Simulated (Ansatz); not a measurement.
```yaml
crystal:
  periodic: [false, false, false]
  atoms:
    - {symbol: C, position_ang: [0.377443, 1.060523, -1.200446]}
    - {symbol: O, position_ang: [-0.040501, 0.483673, -0.076298]}
    - {symbol: Ge, position_ang: [-0.014453, -1.378998, 0.114387]}
    - {symbol: N, position_ang: [-0.473140, -1.377525, 1.585474]}
    - {symbol: H, position_ang: [0.730849, 0.504849, -1.935262]}
    - {symbol: H, position_ang: [-0.456239, 1.694311, -1.723692]}
    - {symbol: H, position_ang: [1.056521, 1.868825, -1.254096]}
    - {symbol: H, position_ang: [-0.849662, -2.335393, 2.001249]}
    - {symbol: H, position_ang: [-0.767701, -0.694237, 1.982067]}
basis:
  gaussian: {orbitals: def2-mTZVPP}
hamiltonian: {xc: {name: SVWN5}}
relax: {f_tol: 0.0001, max_steps: 1}
output: {forces: true}
```

```sh
$ ansatz run in.yaml --threads 4 --pin off --events-out ev --progress --plain --max-ram 10444MiB
```

Output, abridged:

```
Functional definition: SVWN5
1122 factors; their error is unknown
mean field evaluation 1: about -61030.5532 eV, gradient 1.0e2 eV
mean field evaluation 2: about -60916.0725 eV, gradient 2.3e2 eV
mean field evaluation 4: about -61049.5111 eV, gradient 2.0e1 eV
mean field evaluation 8: about -61050.2287 eV, gradient 2.2e-1 eV
mean field evaluation 16: about -61050.2009 eV, gradient 2.0e-3 eV
mean field -61050.20090778 eV, -2243.5535020485 hartree, gradient 3.1e-5 eV, S^2 0.000000; 0 other end points of the search recorded, 0 dependent functions left out
reference -61050.20093656 eV, -2243.5535031063 hartree; 29, 29 occupied and 99, 99 virtual orbitals, 1122 factors
relax step   1: F+E_penalty+E_count = -61050.20090778 eV  Δ(F+E_penalty+E_count) = +0.000e0 eV  max|allowed force component| = 1.350e1 eV/Å  Δτ_max = 0.0000 Å  (30 SCF iters, accepted)
Error: geometry relaxation did not converge after 1 steps: max|allowed force component| = 1.35e1 eV/Å (threshold 1.0e-4). Raise `relax.max_steps` over both its present limit and 1, loosen `relax.f_tol`, or start from a geometry closer to equilibrium. Where this run's directory can be resumed (`checkpoint.write`), a resume goes on for up to `relax.max_steps` more
```

In this input the relaxation is allowed too few steps for its threshold. No converged result was reached.
